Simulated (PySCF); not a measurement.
**Two-component Hartree-Fock for Os³²⁺ (osmium, charge +32)**

Start: [Kr] 4d8; 4d3/2 filled at m_j = -3/2, -1/2, +1/2, +3/2; 4d5/2 filled at m_j = -1/2, +1/2, +3/2, +5/2. Calculated with PySCF 2.14 in an uncontracted even-tempered set (17 s from 3.1 bohr⁻², ratio 2.8; 14 p from 4.1 bohr⁻², ratio 2.8; 9 d from 4.1 bohr⁻², ratio 2.8; 3 f from 19 bohr⁻², ratio 3): generalised Hartree-Fock with the X2C-1e Hamiltonian and a Gaussian nucleus; one run each with spin-orbit coupling (SO) switched off, then screened by Boettger's factors.

```
spinor shell  electrons  ε, spin-free (eV)  ε, screened SO (eV)  weight of nominal j (screened SO)  rms radius, screened SO (bohr)
       1s1/2          2           -75501.1             -75475.9                              1.000                          0.0201
       2s1/2          2           -14312.7             -14304.5                              1.000                          0.0810
       2p1/2          2           -12627.6             -13725.2                              1.000                          0.0688
       2p3/2          4           -12627.6             -12187.6                              1.000                          0.0764
       3s1/2          2            -4327.1              -4324.2                              1.000                           0.206
       3p1/2          2            -3823.9              -4068.6                              1.000                           0.197
       3p3/2          4            -3823.9              -3723.5                              1.000                           0.212
       3d3/2          4            -3257.9              -3302.3                              1.000                           0.186
       3d5/2          6            -3257.9              -3225.8                              1.000                           0.190
       4s1/2          2            -1784.2              -1783.2                              1.000                           0.429
       4p1/2          2            -1596.9              -1671.7                              0.999                           0.432
       4p3/2          4            -1596.9              -1565.3                              1.000                           0.460
       4d3/2          4            -1376.3              -1387.8                              0.989                           0.452
       4d5/2          4            -1376.3              -1367.3                              0.993                           0.460
```

```csv
quantity,spin-free,screened SO
E (hartree),-16703.07606,-16726.38997
M_J,4,4
⟨J²⟩,20.001,20.001
⟨L²⟩,12.001,13.002
⟨S²⟩,2.000,1.866
```

Each row is a mean over spinors that exchange with the open shell spreads, by up to 21.518 eV (4p3/2).

Breit and QED terms are absent; they matter most for the inner s and p1/2 levels.

Densities and radii are taken from the X2C orbitals without a picture-change correction, which distorts them close to the nucleus.

Without spin-orbit coupling the j labels of p, d and f shells carry no meaning; the spin-free column gives the mean over the occupied spinors of each nl shell.
